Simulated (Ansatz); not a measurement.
Compare A (`C[N](C)[GeH3]`) with its isomer B (`[CH3][GeH2][CH2]N`).

Calculated with Ansatz (gas phase, PBE0-D4/def2-TZVP geometries, no zero-point term in ΔE). CCSD(T)/CBS is the MP2 limit (def2-TZVPP, def2-QZVPP) plus CCSD(T) − MP2 in def2-TZVPP, frozen cores. DFT in def2-TZVPP. B3LYP here is the variant with VWN-RPA as its local correlation; programs differ in this. For Ge outer-core shells are correlated without core-valence functions, which leaves a few kJ/mol of doubt a bond. Scalar relativity is left out up to krypton. One conformer a species, not always the lowest.

Task: Which isomer does CCSD(T)/CBS put lower? Give the gap. (Estimate.)

Result: Computed: B, by 37.0 kJ/mol.

Task: Give E(B) − E(A) in kJ/mol with r2SCAN-D4, CCSD/def2-TZVPP, HF/def2-TZVPP, B3LYP-D4, CCSD(T)/def2-TZVPP, B3LYP, PBE-D4. (An estimate is asked.)

Result: Ansatz gave: r2SCAN-D4 -34.6, CCSD/def2-TZVPP -35.5, HF/def2-TZVPP -26.0, B3LYP-D4 -30.0, CCSD(T)/def2-TZVPP -35.1, B3LYP -34.1, PBE-D4 -35.3. None reverses the order clearly.

Largest T1 diagnostic: 0.011.

The D4 term adds +4.1 kJ/mol with B3LYP and +2.1 kJ/mol with PBE0; it sums over pairs of atoms, weighted by their polarisabilities, and B3LYP, whose exchange is more repulsive, gets the larger term. In def2-TZVPP, CCSD(T) changes the Hartree–Fock value by −9.1 kJ/mol (the triples alone add +0.4 kJ/mol) and MP2 by −10.4 kJ/mol.
